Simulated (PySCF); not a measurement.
Al(Cl)(Br)(OH) (AlBrClHO), SMILES [OH][Al]([Cl])[Br].

Geometry optimised at PBE0-D3(BJ)/def2-SVP. Other conformers were not sampled.

Method: C-PCM-B3LYP/def2-SVP (PySCF).

The values are the electrostatic part of the solvation free energy, E(continuum) − E(gas) at the gas-phase geometry, in a cavity of scaled van der Waals radii (PySCF's table); cavitation and dispersion terms are not included. A continuum can't describe solvent molecules that bind to the metal. In vacuum the orbital gap is 7.22 eV. The dipole moment in vacuum is 1.89 D.

Computed values in water (ε = 78.36), diethylether (ε = 4.24), ethanol (ε = 24.85):
```csv
solvent,ε,ΔG(elec) (kcal/mol),dipole (D),gap (eV)
water,78.36,-7.2,2.34,7.50
diethylether,4.24,-5.4,2.22,7.44
ethanol,24.85,-7.0,2.33,7.50
```
